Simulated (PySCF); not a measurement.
A PySCF script (with the pyscf-properties extension) for the NMR shieldings of `C(CC)CN1N=CC=C1C`, C8H14N2, on a GFN2-xTB geometry:

```python
import basis_set_exchange as bse
import numpy as np
from pyscf import gto, dft
from pyscf.prop import nmr

atoms = """
C     3.077874    0.828595    0.271648
C     1.627794    0.421315    0.501577
C     1.377289   -1.023518    0.076205
C    -0.077475   -1.455188    0.284528
N    -0.968688   -0.734381   -0.583881
N    -0.953705   -0.995266   -1.890834
C    -1.833583   -0.180935   -2.437714
C    -2.434085    0.627574   -1.466212
C    -1.849890    0.246015   -0.275418
C    -2.088796    0.738435    1.106669
H     3.747846    0.189831    0.843605
H     3.334887    0.739660   -0.781366
H     3.239782    1.859081    0.579649
H     0.972882    1.084456   -0.068192
H     1.387092    0.534762    1.562287
H     1.617424   -1.139649   -0.982041
H     2.024483   -1.690607    0.648946
H    -0.171351   -2.519547    0.049242
H    -0.381128   -1.289864    1.319925
H    -2.008203   -0.201354   -3.495075
H    -3.184804    1.377812   -1.608944
H    -1.184190    1.171627    1.533095
H    -2.861167    1.502654    1.086517
H    -2.422024   -0.071745    1.756140
"""
names = dict.fromkeys(["C", "N", "H"], "pcSseg-1")
basis = {el: gto.basis.parse(bse.get_basis(n, elements=[el], fmt="nwchem")) for el, n in names.items()}
mol = gto.M(atom=atoms, basis=basis, charge=0, verbose=0)
mf = dft.RKS(mol, xc="PBE0")
mf.grids.level = 2
mf.grids.alignment = dft.numint.BLKSIZE   # the property module wants whole blocks of grid points
mf.conv_tol = 1e-9
mf.kernel()

calc = nmr.RKS(mf)   # GIAO
C = mf.mo_coeff
Co = C[:, mf.mo_occ > 0]
resp = mf.gen_response(singlet=True, hermi=2)
def vind(x):   # induced exchange potential for any number of trial vectors
    d = np.einsum("pi,xij,qj->xpq", C, 2 * x.reshape(-1, C.shape[1], Co.shape[1]), Co, optimize=True)
    return np.einsum("xpq,pi,qj->xij", resp(d - d.transpose(0, 2, 1)), C, Co, optimize=True).ravel()
mo1, _ = nmr.rhf.solve_mo1(calc, with_cphf=vind)
sigma = calc.kernel(mo1)
for i, s in enumerate(sigma):   # ppm
    print("%2d %-2s %9.2f" % (i, mol.atom_pure_symbol(i), np.trace(s) / 3))
```

Task: What does it print?

Result: 
```
 0 C     170.11
 1 C     162.15
 2 C     148.39
 3 C     135.73
 4 N      32.19
 5 N     -76.01
 6 C      44.52
 7 C      76.77
 8 C      45.36
 9 C     173.34
10 H      30.80
11 H      30.88
12 H      30.52
13 H      30.60
14 H      30.63
15 H      29.49
16 H      30.30
17 H      27.35
18 H      27.98
19 H      24.21
20 H      25.66
21 H      29.43
22 H      29.23
23 H      29.48
```

These numbers come from an equivalent density-fitted implementation of the same equations, which agrees with the script to about 0.01 ppm for H and up to a few tenths of a ppm for heavy atoms, so last digits may differ.

Task: Turn these shieldings into chemical shifts. References, each an isolated molecule treated in the same way: $^{13}$C (σ = 186.93 ppm), $^{1}$H (σ = 31.72 ppm) against TMS; NH3 for $^{15}$N (σ = 267.73 ppm).

Result: Averaging equivalent atoms: C 6: 142.4; C 8: 141.6; C 7: 110.2; C 3: 51.2; C 2: 38.5; C 1: 24.8; C 0: 16.8; C 9: 13.6; N 5: 343.7; N 4: 235.5; H 19: 7.51; H 20: 6.05; H 17/18: 4.05; H 21/22/23: 2.34; H 15/16: 1.83; H 13/14: 1.10; H 10/11/12: 0.98 ppm. Experimental scales use liquid or dissolved standards, which lie at an offset from isolated NH3 (liquid NH3: subtract about 20 ppm). Unscaled 15N shifts of sp2 nitrogen come out 20 to 40 ppm too high even then.

Size and cost of the density-fitted run: 240 basis functions, 53 s wall time on 1 thread of an Arm Neoverse V1, shared host; peak memory 1.1 GiB.
